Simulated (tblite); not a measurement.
Parent: `[CH2:1]=[C:2]([SiH2:3][F:4])[S:5][CH3:6]` with C1–C2–Si3–F4 1°, C1–C2–S5–C6 0°, C3H7FSSi.

Computed geometry: GFN2-xTB, gas phase. One conformer each, not checked by frequencies here.

| coordinate of the parent | value |
| --- | --- |
| C1=C2 | 1.329 Å |
| C2–Si3 | 1.887 Å |
| Si3–F4 | 1.612 Å |
| C2–S5 | 1.767 Å |
| S5–C6 | 1.817 Å |
| C1–C2–Si3 | 123.5° |
| C1–C2–S5 | 124.3° |
| Si3–C2–S5 | 112.2° |
| C2–Si3–F4 | 105.9° |
| C2–S5–C6 | 104.1° |

Question: In one relative the bonds that all share with the parent change as follows (parent's numbers): C1–C2 +0.008, C2–Si3 -0.004, Si3–F4 -0.003, C2–S5 +0.014, S5–C6 -0.001 Å. Which is it?
A. `[CH2:1]=[CH:2][CH2:3]/[CH:4]=[C:5](/[SiH2:6][F:7])[S:8][CH3:9]` with C1–C2–C3–C4 126°, C2–C3–C4–C5 135°, C4–C5–Si6–F7 -2°, C4–C5–S8–C9 -157°
B. `[CH3:1][S:2]/[C:3](=[CH:4]/[C:5]([F:6])([F:7])[F:8])[SiH2:9][F:10]` with C1–S2–C3–C4 1°, S2–C3–Si9–F10 16°

Answer: A. The changes in all of them (Å):

```tsv
SMILES	C1–C2	C2–Si3	Si3–F4	C2–S5	S5–C6
CS/C(=C/C(F)(F)F)[SiH2]F	+0.009	+0.021	-0.005	-0.029	+0.001
C=CC/C=C(/[SiH2]F)SC	+0.008	-0.004	-0.003	+0.014	-0.001
```

Atoms are paired thus: CS/C(=C/C(F)(F)F)[SiH2]F: C1 = C4, C2 = C3, Si3 = Si9, F4 = F10, S5 = S2, C6 = C1; C=CC/C=C(/[SiH2]F)SC: C1 = C4, C2 = C5, Si3 = Si6, F4 = F7, S5 = S8, C6 = C9.
